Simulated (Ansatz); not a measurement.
Geometry optimisation, RKS BHLYP-D4/def2-mTZVP in Ansatz.

The input (input.yaml):

```yaml
crystal:
  periodic: [false, false, false]
  atoms:
    - { symbol: Ge, position_ang: [0.43413, 0.103471, -0.13291] }
    - { symbol: F, position_ang: [0.215461, -0.131481, 1.550532] }
    - { symbol: H, position_ang: [1.951957, 0.108252, -0.316975] }
    - { symbol: H, position_ang: [-0.185596, 1.438058, -0.516818] }
    - { symbol: H, position_ang: [-0.199694, -1.090274, -0.837686] }
    - { symbol: O, position_ang: [-2.385143, 0.068803, 0.809375] }
    - { symbol: Si, position_ang: [-3.492234, -0.963837, 0.168572] }
    - { symbol: H, position_ang: [-2.930888, -2.31219, -0.03097] }
    - { symbol: H, position_ang: [-4.692947, -1.08857, 1.013193] }
    - { symbol: H, position_ang: [-3.861476, -0.395356, -1.129843] }
    - { symbol: H, position_ang: [-1.902669, -0.169675, 1.62283] }
basis:
  gaussian: { orbitals: def2-mTZVP }
hamiltonian:
  xc: { name: BHLYP }
  dispersion: d4
relax:
  f_tol: 0.03
  max_steps: 50
```

Launched with:

```bash
$ ansatz run input.yaml --threads 4 --pin off --max-ram 5120MiB --backend cpu --events-out ev --progress --plain --runs-dir out
```

Problem. Where does it end, and by what steps?

Solution. The forces met the threshold. The force dipped under the threshold on the way, but the program's further checks kept it going. After 10 steps the energy has fallen by 0.056 eV; H10 moved furthest, 0.60 Å.

```
step  energy less start (eV)  largest force component (eV/Å)  accepted
   0                  0.0000                           1.064       yes
   1                 -0.0299                           0.518       yes
   2                 -0.0410                           0.154       yes
   3                 -0.0468                           0.235       yes
   4                 -0.0503                           0.192       yes
   5                 -0.0532                           0.120       yes
   6                 -0.0548                           0.069       yes
   7                 -0.0557                           0.041       yes
   8                 -0.0560                           0.025       yes
   9                 -0.0562                           0.031       yes
  10                 -0.0564                           0.021       yes
```

```xyz
11
Properties=species:S:1:pos:R:3
Ge 0.658 0.163 -0.123
F 0.017 -0.216 1.466
H 2.170 0.062 0.045
H 0.194 1.576 -0.440
H 0.105 -0.894 -1.066
O -2.512 0.084 0.510
Si -3.679 -1.033 0.227
H -3.100 -2.368 -0.024
H -4.617 -1.150 1.360
H -4.406 -0.583 -0.967
H -1.879 -0.075 1.211
```

Whether the end is a true minimum wasn't checked by a vibrational analysis.

Run time: 24 s on 4 threads of Arm Neoverse V2, on a shared host, peak memory 0.3 GiB.
